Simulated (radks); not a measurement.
Results of a calculation; reference values are marked as such.
The phosphorus ion P11+, configuration [He] 2s1 3d1 (not the ground configuration). Code: a radial shooting solver on a logarithmic mesh with Libxc functionals. Model: scalar-relativistic Kohn-Sham, SCAN, spin-polarised, spherical densities, finite nucleus; open shells are filled with parallel spins first; meta-GGA in the generalised Kohn-Sham scheme; Fermi nuclear charge, rms radius 3.1889 fm.

Local quantities along the radius. ELF = 1/(1 + alpha^2) is the electron localisation function; alpha = (tau - tau_W)/tau_unif compares the Pauli kinetic energy density with that of the uniform gas (summed over spins); -r V(r) is the screened charge that the Kohn-Sham potential of spin up presents (atomic units); s = |grad rho|/(2 (3 pi^2)^(1/3) rho^(4/3)) is the reduced gradient; 4 pi r^2 rho is in e/bohr. tau is taken from the large components.

r (bohr),ELF,alpha,-r V(r),s,4 pi r^2 rho
0.003336,1.000,2.492e-06,14.96,0.4289,0.2839
0.00414,1.000,3.612e-06,14.95,0.4238,0.4257
0.005138,1.000,5.348e-06,14.93,0.4211,0.6347
0.006326,1.000,7.961e-06,14.90,0.4207,0.9262
0.007851,1.000,0.00001229,14.87,0.4225,1.359
0.009744,1.000,0.00001940,14.84,0.4269,1.973
0.01209,1.000,0.00003137,14.79,0.4340,2.825
0.01489,1.000,0.00005110,14.73,0.4440,3.928
0.01848,1.000,0.00008739,14.65,0.4582,5.419
0.02293,1.000,0.0001548,14.56,0.4774,7.284
0.02846,1.000,0.0002863,14.46,0.5031,9.481
0.03505,1.000,0.0005430,14.33,0.5362,11.77
0.04349,1.000,0.001123,14.18,0.5826,14.04
0.05398,1.000,0.002508,14.01,0.6462,15.75
0.067,1.000,0.006172,13.82,0.7356,16.39
0.08249,1.000,0.01646,13.63,0.8583,15.58
0.1024,0.997,0.05269,13.46,1.044,13.20
0.1271,0.962,0.1987,13.52,1.315,9.735
0.1577,0.574,0.8623,12.46,1.659,6.198
0.1942,0.105,2.925,12.65,1.795,3.732
0.241,0.079,3.405,12.49,1.147,2.659
0.2991,0.398,1.230,12.19,0.5401,2.756
0.3712,0.651,0.7324,12.45,0.6064,3.117
0.4606,0.480,1.041,12.09,0.8484,3.043
0.5672,0.249,1.737,11.89,1.049,2.542
0.7039,0.121,2.690,11.75,1.182,1.906
0.8736,0.082,3.355,11.64,1.402,1.333
1.084,0.056,4.095,11.53,2.017,0.7869
1.335,0.027,6.033,11.41,3.364,0.3458
1.657,0.006,12.51,11.28,6.650,0.09193
2.056,0.001,39.39,11.15,15.78,0.01321
2.552,0.000,206.6,11.06,47.35,0.0008854

On this mesh the ELF has minima near r = 0.22 bohr, which separate the shells, and maxima near 0.37 (0.65).
